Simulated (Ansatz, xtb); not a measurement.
**Two isomers of C3H5ClO2S**

Structure a: `C=C(C)S(=O)(=O)Cl`, a singlet. Structure b: `O=S(=O)(Cl)C1CC1`, a singlet. Both are isolated molecules in the gas phase, relaxed with B3LYP/def2-SVP; the shapes shown needn't be the lowest conformers.

a (Å):

| atom | x (Å) | y (Å) | z (Å) |
| --- | --- | --- | --- |
| C | -1.8142 | 0.2769 | -0.6536 |
| C | -0.4840 | 0.3801 | -0.6571 |
| C | 0.4983 | 0.0240 | 0.4138 |
| Cl | 1.1905 | -0.6601 | -2.9517 |
| O | -0.7816 | 1.4918 | -3.0973 |
| O | 1.3224 | 1.9965 | -1.7534 |
| S | 0.2469 | 1.0963 | -2.1467 |
| H | -2.4128 | 0.5772 | -1.5159 |
| H | -2.3302 | -0.1137 | 0.2283 |
| H | 1.2216 | -0.7211 | 0.0464 |
| H | 1.0682 | 0.9105 | 0.7318 |
| H | -0.0313 | -0.3960 | 1.2808 |

b (Å):

```xyz
12

C     1.6225    0.0889   -1.2534
C     2.9628   -0.4386   -0.8330
C     2.8836    0.6325   -1.8830
Cl   -0.0226   -0.2787    1.2337
O    -0.4123    1.7446   -0.8292
O     1.6911    1.9949    0.5861
S     0.7364    1.1711   -0.1464
H     0.9199   -0.5208   -1.8268
H     3.3256   -0.1429    0.1551
H     3.1946   -1.4662   -1.1253
H     3.1975    1.6393   -1.5962
H     3.0468    0.3754   -2.9330
```

Quicker runs give these differences E(b) − E(a): GFN2-xTB −0.080 eV; HF/STO-3G −0.031 eV (at GFN2-xTB geometries); r2SCAN-D4/def2-SVP +0.170 eV (at GFN2-xTB geometries).

Estimate which is lower in electronic energy at CCSD(T)/def2-SVP + ΔMP2/def2-TZVPP, and by roughly how much.

The CCSD(T)/def2-SVP + ΔMP2/def2-TZVPP calculation puts structure a lower, by 0.263 eV.

Level by level:

```tsv
level	geometry	E(b) − E(a) (eV)	departure from the last row (eV)	job, with rough time for the two
GFN2-xTB	GFN2-xTB	−0.080	−0.343	optimisation, 0.26 s
HF/STO-3G	GFN2-xTB	−0.031	−0.294	single point, 0.4 s
r2SCAN-D4/def2-SVP	GFN2-xTB	+0.170	−0.094	single point, 3.7 s
B3LYP/def2-SVP	B3LYP/def2-SVP	+0.278	+0.015	optimisation, 35 s
HF/def2-SVP	B3LYP/def2-SVP	+0.233	−0.031	part of the CCSD(T) run
MP2/def2-SVP	B3LYP/def2-SVP	+0.130	−0.133	part of the CCSD(T) run
CCSD(T)/def2-SVP	B3LYP/def2-SVP	+0.243	−0.021	single point
CCSD(T)/def2-SVP + ΔMP2/def2-TZVPP	B3LYP/def2-SVP	+0.263		single point, 54 s
```

As drawn, b has 2 C–C in place of 1 C=C. Structure a has no ring, b a 3-membered ring.

GFN2-xTB, HF/STO-3G put the two in the other order. The largest departure from CCSD(T)/def2-SVP + ΔMP2/def2-TZVPP is that of GFN2-xTB, 0.343 eV. The last row adds to CCSD(T) the change of the MP2 difference between the two basis sets, here +0.021 eV.

With thermal terms from frequencies at re-optimised GFN2-xTB minima (ideal gas, soft modes damped towards free rotors, one conformer each, 298.15 K, 1 atm): on the last row, ΔE + ΔZPE = +0.320, ΔH = +0.294, ΔG = +0.346 eV.

The correlated steps freeze 15 core orbitals. Programs: Ansatz 0.2.0, xtb 6.7.1; the last row on 4 threads of Arm Neoverse V1 on a shared host.
